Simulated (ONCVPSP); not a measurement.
## Building the ONCV potential for terbium (LDA (Perdew-Wang 92), scalar-relativistic).

The input file (ONCVPSP 4.0.1):

```
# ATOM AND REFERENCE CONFIGURATION
# atsym  z   nc   nv     iexc    psfile
  Tb 65.00    9    5  -001012      upf
#
#   n    l    f
    1    0    2.00
    2    0    2.00
    2    1    6.00
    3    0    2.00
    3    1    6.00
    3    2   10.00
    4    0    2.00
    4    1    6.00
    4    2   10.00
    4    3    9.00
    5    0    2.00
    5    1    6.00
    6    0    1.50
    6    1    0.50
#
# PSEUDOPOTENTIAL AND OPTIMIZATION
# lmax
    3
#
#   l,   rc,      ep,       ncon, nbas, qcut
    0    2.05    0.00    4    8    7.10
    1    2.70    0.00    4    8    5.30
    2    2.25    0.45    5    8    4.40
    3    1.30    0.00    4    8   11.00
#
# LOCAL POTENTIAL
# lloc, lpopt,  rc(5),   dvloc0
    4    5    1.10    4.00
#
# VANDERBILT-KLEINMAN-BYLANDER PROJECTORs
# l, nproj, debl
    0    3    2.20
    1    2    1.80
    2    2    3.50
    3    1    1.40
#
# MODEL CORE CHARGE
# icmod, fcfact, rcfact
    0    0.00    0.00
#
# LOG DERIVATIVE ANALYSIS
# epsh1, epsh2, depsh
   -3.00    5.00    0.02
#
# OUTPUT GRID
# rlmax, drl
    6.00    0.01
#
# TEST CONFIGURATIONS
# ncnf
    4
# nvcnf
#   n    l    f
    5
    4    3    9.00
    5    0    2.00
    5    1    6.00
    6    0    2.00
    6    1    0.00
#
    5
    4    3    9.00
    5    0    2.00
    5    1    6.00
    6    0    1.00
    6    1    0.00
#
    5
    4    3    9.00
    5    0    2.00
    5    1    6.00
    6    0    0.00
    6    1    0.00
#
    5
    4    3    9.00
    5    0    2.00
    5    1    6.00
    6    0    0.00
    6    1    1.00
#
```

Command:

```bash
oncvpsp.x < Tb.dat > Tb.out
```

Output (shortened: citation, most of the input echo, consistency checks and plot data are left out):

```
ONCVPSP  (Optimized Norm-Conservinng Vanderbilt PSeudopotential)
scalar-relativistic version 4.0.1

LXC   Exchange
LXC     Slater exchange (LDA)
LXC     [1] P. A. M. Dirac,  Math. Proc. Cambridge Philos. Soc. 26, 376 (1930)
LXC   Correlation
LXC     Perdew & Wang (LDA)

sratom123: lschfb convergence ERROR n,l,iter=   4   3   4
```

The run stopped because the all-electron bound-state solver failed for one shell.

The run took about 0.08 s on one core of a shared server CPU.
